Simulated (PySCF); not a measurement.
# Ions at one geometry of [YCl2]+

PySCF 2.14.0, RKS PBE0, Y def2-SVP with ECP28, Cl def2-SVP; non-relativistic Hamiltonian with scalar-relativistic core potentials where named; density fitting; no spin-orbit coupling; singlets restricted, open shells unrestricted. The geometry is relaxed for charge +1, singlet, vacuum:

```xyz
3

Y     0.0000    0.0000   -0.6279
Cl    1.9542    0.0000    0.6700
Cl   -1.9542    0.0000    0.6700
```

Energies count from the relaxed state; an electron taken off or put on is at rest in vacuum. Charges and spins are Mulliken's.

```json
{"state": "charge +1, singlet, vacuum", "energy (eV)": "0.00", "spin squared": "0.00", "charge on Y1 (e)": "1.20", "spin on Y1 (e)": "0.00", "dipole about the centre of mass (D)": "7.04"}
{"state": "charge +2, doublet, vacuum", "energy (eV)": "16.19", "spin squared": "0.77", "charge on Y1 (e)": "1.49", "spin on Y1 (e)": "-0.11", "dipole about the centre of mass (D)": "4.90"}
```

What does the state charge 0, doublet, vacuum give?

energy (eV) -6.49, spin squared 0.75, charge on Y1 (e) 0.47, spin on Y1 (e) 1.04, dipole about the centre of mass (D) 3.71.

With an electron taken off (doublet) the charges change, summed by element, by Y +0.29 e, Cl +0.71 e. The vertical ionisation energy is 16.19 eV, against −ε(HOMO) = 13.91 eV of the relaxed state. The level lies 2.3 eV too high, as is usual for semilocal functionals and global hybrids, which keep a self-interaction error.

With an electron put on (doublet) the charges change, summed by element, by Y -0.74 e, Cl -0.26 e. The vertical electron affinity is 6.49 eV, against −ε(LUMO) = 8.09 eV of the relaxed state.

Open shells may have lower solutions than those found.
